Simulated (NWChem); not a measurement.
System: GeHOF, singlet; SMILES [OH][Ge][F]

Here is an NWChem input.

```
start job
memory heap 200 mb stack 900 mb global 1100 mb
geometry units angstroms noautoz
  Ge     0.375367     0.063321     0.000000
  F     -0.585038    -1.424456     0.000000
  O     -1.045780     1.178322     0.000000
  H     -0.762915     2.114132     0.000000
end
basis spherical
  Ge library aug-cc-pvdz
  F library aug-cc-pvdz
  O library aug-cc-pvdz
  H library aug-cc-pvdz
end
dft
  xc slater vwn_5
  iterations 150
end
tddft
  nroots 6
  notriplet
end
task tddft energy
```

Parts of the log:

```
             Northwest Computational Chemistry Package (NWChem) 7.3.0
             --------------------------------------------------------

 CS  symmetry detected

                             Geometry "geometry" -> ""
                             -------------------------

 Output coordinates in angstroms (scale by  1.889725989 to convert to a.u.)

  No.       Tag          Charge          X              Y              Z
 ---- ---------------- ---------- -------------- -------------- --------------
    1 Ge                  32.0000     0.42577044    -0.00285542     0.00000000
    2 F                    9.0000    -0.70663277    -1.36429625     0.00000000
    3 O                    8.0000    -0.85092708     1.27500587     0.00000000
    4 H                    1.0000    -0.45754269     2.16999284     0.00000000

 Effective nuclear repulsion energy (a.u.)     188.3676094656

      Symmetry information
      --------------------

 Group name             Cs
 Group number              2
 Group order               2
 No. of unique centers     4

                                 NWChem DFT Module
                                 -----------------

 Summary of "ao basis" -> "ao basis" (spherical)
 ------------------------------------------------------------------------------
       Tag                 Description            Shells   Functions and Types
 ---------------- ------------------------------  ------  ---------------------
 Ge                       aug-cc-pvdz               14       36   6s5p3d
 F                        aug-cc-pvdz                9       23   4s3p2d
 O                        aug-cc-pvdz                9       23   4s3p2d
 H                        aug-cc-pvdz                5        9   3s2p

      Symmetry analysis of basis
      --------------------------

        a'         64
        a"         27

            General Information
            -------------------
          SCF calculation type: DFT
          Wavefunction type:  closed shell.
          No. of atoms     :     4
          No. of electrons :    50
           Alpha electrons :    25
            Beta electrons :    25
          Charge           :     0
          Spin multiplicity:     1
          Use of symmetry is: off; symmetry adaption is: on
          Maximum number of iterations: 150
          AO basis - number of functions:    91
                     number of shells:    37
          Convergence on energy requested:  1.00D-06
          Convergence on density requested:  1.00D-05
          Convergence on gradient requested:  5.00D-04

[...]

                                NWChem TDDFT Module
                                -------------------

            General Information
            -------------------
           No. of orbitals :     182
            Alpha orbitals :      91
             Beta orbitals :      91
        Alpha frozen cores :       0
         Beta frozen cores :       0
     Alpha frozen virtuals :       0
      Beta frozen virtuals :       0
         Spin multiplicity :       1
    Number of AO functions :      91
        Use of symmetry is : off
      Symmetry adaption is : on
         Schwarz screening :  0.10D-07

              XC Information
              --------------
                 Slater Exchange Functional   1.00 local
               VWN V Correlation Functional   1.00 local

             TDDFT Information
             -----------------
          Calculation type : TDDFT
         Wavefunction type : Restricted singlets
          No. of electrons :      50
           Alpha electrons :      25
            Beta electrons :      25
              No. of roots :       6
          Max subspacesize :    5200
            Max iterations :     100
               Target root :       1
           Target symmetry : none
      Symmetry restriction : off
                 Algorithm : Optimal
        Davidson threshold :  0.10D-03

    6 smallest eigenvalue differences (eV)
--------------------------------------------------------
  No. Spin  Occ  Vir  Irrep   E(Occ)    E(Vir)   E(Diff)
--------------------------------------------------------
    1    1   25   26 a"       -0.264    -0.120     3.921
    2    1   24   26 a'       -0.306    -0.120     5.061
    3    1   25   27 a'       -0.264    -0.051     5.795
    4    1   23   26 a"       -0.342    -0.120     6.056
    5    1   22   26 a'       -0.358    -0.120     6.491
    6    1   25   28 a'       -0.264    -0.025     6.495
--------------------------------------------------------

  Entering Davidson iterations
  Restricted singlet excited states

  Iter   NTrls   NConv    DeltaV     DeltaE      Time
  ----  ------  ------  ---------  ---------  ---------
    1      6       0     0.42E+00   0.10+100       23.8
    2     12       0     0.19E+00   0.33E-01       23.8
    3     24       0     0.45E-01   0.14E-01       24.5
    4     36       0     0.26E-01   0.31E-02       24.5
    5     48       0     0.41E-01   0.20E-02       24.5
    6     60       0     0.63E-02   0.20E-02       24.5
    7     72       2     0.21E-02   0.21E-04       24.5
    8     80       3     0.82E-03   0.17E-05       24.1
    9     86       5     0.32E-03   0.24E-06       23.9
   10     88       5     0.14E-03   0.34E-07       23.6
   11     90       6     0.77E-04   0.52E-08       23.5
  ----  ------  ------  ---------  ---------  ---------
  Convergence criterion met

  Ground state a'      -2248.420992886430 a.u.

  ----------------------------------------------------------------------------
  Root   1 singlet a"             0.168871343 a.u.                4.5952 eV
  ----------------------------------------------------------------------------
     Transition Moments    X  0.00000   Y -0.00000   Z -0.67674
     Dipole Oscillator Strength                    0.0515592845
     Electric Quadrupole                           0.0000000924
     Magnetic Dipole                               0.0000023861
     Total Oscillator Strength                     0.0515617630

[...]
```

Level: LDA (Slater exchange, VWN5)/aug-cc-pVDZ, full TDDFT. Low-valent species are run as closed-shell singlets; no triplet was tried in these runs. All runs use the structure optimised with PBE-D3(BJ)/def2-SVP.
